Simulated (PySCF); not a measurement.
# Continuum solvent and chemical shifts

Atoms are numbered as in `[CH2:1]=[C:2]1[CH:3]=[C:4]([Cl:5])/[C:6]1=[CH:7]\[CH2:8][CH2:9][C:10]#[N:11]`. Hydrogens are named by the atom that carries them. Ha(C1) is cis to C3; Hb(C1) is trans to C3.

GIAO PBE0/pcSseg-1 in PySCF 2.14 on one PBE0-D3(BJ)/def2-SVP conformer, non-relativistic, equivalent nuclei averaged. Solvents enter as an IEF-PCM continuum (chloroform with ε = 4.7, water with ε = 78.4) around the gas-phase geometry. Shifts are referred to TMS computed in the same medium.

In chloroform, δ in ppm: C4 156.0, C3 154.6, C6 151.9, C2 151.2, C10 129.2, C7 118.1, C1 100.8, C8 24.9, C9 20.1, H(C3) 7.23, H(C7) 5.62, Hb(C1) 5.13, Ha(C1) 5.08, H(C8) 2.63. Dipole moment 4.74 D.

Q: How does each δ change in the more polar medium?

A: 
```json
{"atoms": "C4", "environment": "fully substituted alkene carbon", "Δδ, water": "-0.2"}
{"atoms": "C3", "environment": "alkene CH", "Δδ, water": "+0.6"}
{"atoms": "C6", "environment": "fully substituted alkene carbon", "Δδ, water": "-0.7"}
{"atoms": "C2", "environment": "fully substituted alkene carbon", "Δδ, water": "+0.2"}
{"atoms": "C10", "environment": "nitrile carbon", "Δδ, water": "+2.7"}
{"atoms": "C7", "environment": "alkene CH", "Δδ, water": "+2.3"}
{"atoms": "C1", "environment": "terminal =CH2 carbon", "Δδ, water": "+1.2"}
{"atoms": "C8", "environment": "allylic sp3 CH2", "Δδ, water": "+0.2"}
{"atoms": "C9", "environment": "sp3 CH2 α to a nitrile", "Δδ, water": "+0.2"}
{"atoms": "H(C3)", "environment": "hydrogen on an alkene CH", "Δδ, water": "+0.08"}
{"atoms": "H(C7)", "environment": "hydrogen on an alkene CH", "Δδ, water": "+0.17"}
{"atoms": "Hb(C1)", "environment": "hydrogen on a terminal =CH2 carbon", "Δδ, water": "+0.11"}
{"atoms": "Ha(C1)", "environment": "hydrogen on a terminal =CH2 carbon", "Δδ, water": "+0.09"}
{"atoms": "H(C8)", "environment": "hydrogen on an allylic sp3 CH2", "Δδ, water": "+0.06"}
```

Changes are relative to chloroform. The dipole moment becomes 5.28 D in water.

Q: Which nuclei move most (in ppm), and what does the model miss?

A: C10 (nitrile carbon, +2.7 ppm) in water. A continuum only polarises the solute; specific hydrogen bonds, the anisotropy of aromatic solvents and changes of geometry or conformer are outside it.
